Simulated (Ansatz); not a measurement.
Compare A (`BCS[SiH2]C`) with its isomer B (`BC(C)[SiH2]S`).

Isolated molecules relaxed with PBE0-D4/def2-TZVP in Ansatz; ΔE leaves out vibrations. CBS: MP2 limit from def2 TZ/QZ plus the TZ coupled-cluster correction, frozen cores. Functionals use def2-TZVPP. B3LYP here is the variant with VWN-RPA as its local correlation; programs differ in this. One conformer a species, not always the lowest.

A:

Z-matrix (Å, degrees):
```
C
S 1 1.818
B 1 1.552 2 114.9
H 1 1.098 2 110.7 3 -124.0
H 1 1.100 2 110.8 3 120.1
Si 2 2.131 1 100.1 3 177.3
H 3 1.195 1 122.6 2 5.0
H 3 1.198 1 117.7 2 -176.2
C 6 1.868 2 113.1 1 65.3
H 6 1.491 2 109.1 1 -56.3
H 6 1.486 2 105.1 1 -173.6
H 9 1.092 6 110.7 2 59.0
H 9 1.094 6 110.2 2 179.0
H 9 1.092 6 111.3 2 -61.5
```

B:

Z-matrix (Å, degrees):
```
C
C 1 1.526
Si 1 1.915 2 111.3
B 1 1.530 2 119.5 3 -109.3
H 1 1.096 2 113.0 3 113.8
H 2 1.093 1 110.5 3 -177.6
H 2 1.093 1 111.1 3 63.8
H 2 1.093 1 112.7 3 -57.2
S 3 2.133 1 113.4 2 140.1
H 3 1.486 1 107.1 2 16.1
H 3 1.489 1 112.1 2 -102.9
H 4 1.198 1 120.4 2 -166.3
H 4 1.199 1 120.3 2 19.4
H 9 1.344 3 94.6 1 -63.0
```

Task: Which is lower in electronic energy at CCSD(T)/CBS, and by how much? (Best estimate.)

Result: The calculation gave: B, by 15.8 kJ/mol.

Task: Give E(B) − E(A) in kJ/mol with B3LYP, MP2/def2-TZVPP, CCSD(T)/def2-SVP, LDA (SPW92), HF/def2-TZVPP, B3LYP-D4, r2SCAN-D4. (Best estimate.)

Result: Computed: B3LYP -9.5, MP2/def2-TZVPP -18.4, CCSD(T)/def2-SVP -27.9, LDA (SPW92) -27.7, HF/def2-TZVPP -1.0, B3LYP-D4 -12.3, r2SCAN-D4 -16.7. None reverses the order clearly.

Task: Does the order hold for the free energy at 298.15 K (harmonic terms from PBE0-D4)? (Best estimate.)

Result: The calculation gave: Yes: G(B) − G(A) = -11.5 kJ/mol, for one conformer each. Modes under 60 cm⁻¹, often nearly free rotors, make the harmonic entropy too high.

Largest T1 diagnostic: 0.011.

In def2-TZVPP, CCSD(T) changes the Hartree–Fock value by −17.6 kJ/mol (the triples alone add −2.0 kJ/mol) and MP2 by −17.3 kJ/mol. Leaving LDA and LC-ωPBE aside and taking each functional with its dispersion term where it has one, the values, not all of them listed here, spread over 8.1 kJ/mol, from PBE-D4 to BHLYP-D4. LDA lies −10.7 kJ/mol from PBE without D4.
